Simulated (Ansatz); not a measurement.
Cost and result for the atomization energy of C₃H₈ClInO (`CC[O][In]([CH3])[Cl]`) (14 atoms, 13 bonds).

| atom | x (Å) | y (Å) | z (Å) |
| --- | --- | --- | --- |
| C1 | 2.122 | 0.214 | 1.070 |
| C2 | 0.740 | 0.070 | 1.669 |
| O3 | -0.134 | -0.640 | 0.823 |
| In4 | -1.039 | 0.187 | -0.722 |
| C5 | -2.247 | -0.797 | -2.161 |
| Cl6 | -0.650 | 2.500 | -0.732 |
| H7 | 2.531 | -0.766 | 0.813 |
| H8 | 2.803 | 0.701 | 1.774 |
| H9 | 2.089 | 0.827 | 0.163 |
| H10 | 0.344 | 1.065 | 1.916 |
| H11 | 0.801 | -0.492 | 2.609 |
| H12 | -1.834 | -0.617 | -3.153 |
| H13 | -2.270 | -1.866 | -1.955 |
| H14 | -3.256 | -0.387 | -2.115 |

Charge 0, multiplicity 1. Correlated methods include outer-core shells of In, which these sets cover unevenly. In takes the def2 core potential. Geometry: relaxed with PBE0-D4/def2-TZVP. It is one conformer, not always the lowest. Program: Ansatz. All runs use 2 threads of an AMD EPYC 7R13 on a shared host and a share of an NVIDIA H100 80 GB. Times are those of one run each, without the atoms' runs, and a repeat can differ threefold. Electronic energies, without spin–orbit coupling; frozen cores. CCSD(T)/CBS adds CCSD(T) − MP2 in def2-TZVPP to the MP2 limit, and its time is that of the two runs behind it. T1 = 0.014. With those shells the extrapolation isn't a true limit. B3LYP takes the VWN-RPA correlation (the form of Gaussian; ORCA's B3LYP/G).

CCSD(T)/CBS is a level of theory with its own doubt, some kJ/mol a heavy atom from the limit and from the frozen cores, so smaller differences don't rank the functionals.

```json
{"level": "PBE0-D4/def2-TZVPP", "functions": "328", "wall time": "2 s"}
{"level": "PBE-D4/def2-TZVPP (with forces)", "functions": "328", "wall time": "2.2 s"}
{"level": "B3LYP-D4/def2-TZVPP (with forces)", "functions": "328", "wall time": "2.4 s"}
{"level": "B2PLYP/def2-TZVPP", "functions": "328", "wall time": "2.6 s"}
{"level": "r2SCAN-D4/def2-TZVPP (with forces)", "functions": "328", "wall time": "2.6 s"}
{"level": "ωB97X-V/def2-TZVPP", "functions": "328", "wall time": "2.9 s"}
{"level": "ωB97M-V/def2-TZVPP (with forces)", "functions": "328", "wall time": "3.6 s"}
{"level": "MP2/def2-QZVPP", "functions": "620", "wall time": "4.1 s"}
{"level": "CCSD(T)/def2-TZVPP", "functions": "328", "wall time": "8 s"}
{"level": "CCSD(T)/CBS(def2)", "functions": "–", "wall time": "12 s"}
```

Q: What atomization energy does each give, and how far from CCSD(T)/CBS? (An estimate is asked.)

A: Ansatz gave: 
| level | atomization (kJ/mol) | difference from CCSD(T)/CBS | per bond |
| --- | --- | --- | --- |
| PBE0-D4/def2-TZVPP | 5054.1 | -12.3 | -0.9 |
| PBE-D4/def2-TZVPP (with forces) | 5131.6 | 65.2 | 5.0 |
| B3LYP-D4/def2-TZVPP (with forces) | 5022.4 | -44.0 | -3.4 |
| B2PLYP/def2-TZVPP | 4982.9 | -83.5 | -6.4 |
| r2SCAN-D4/def2-TZVPP (with forces) | 5064.2 | -2.2 | -0.2 |
| ωB97X-V/def2-TZVPP | 5062.6 | -3.8 | -0.3 |
| ωB97M-V/def2-TZVPP (with forces) | 5060.1 | -6.3 | -0.5 |
| MP2/def2-QZVPP | 5083.6 | 17.2 | 1.3 |
| CCSD(T)/def2-TZVPP | 4938.7 | -127.7 | -9.8 |
| CCSD(T)/CBS(def2) | 5066.4 | 0.0 | 0.0 |

The D4 term adds +47.2 kJ/mol with B3LYP and +25.3 kJ/mol with PBE0; it sums over pairs of atoms, weighted by their polarisabilities, and B3LYP, whose exchange is more repulsive, gets the larger term. In def2-TZVPP, CCSD(T) changes the Hartree–Fock value by +1232.5 kJ/mol (the triples alone add +75.2 kJ/mol) and MP2 by +1301.9 kJ/mol; breaking electron pairs costs correlation energy, which Hartree–Fock lacks. From PBE to PBE0 (25 % exact exchange), in def2-TZVPP and without D4, the atomization energy moves by −73.3 kJ/mol: exact exchange takes away binding that semilocal exchange gives to molecules.

Spin–orbit coupling would lower the free In atoms strongly, and the atomization energy with them, by more than many differences here.
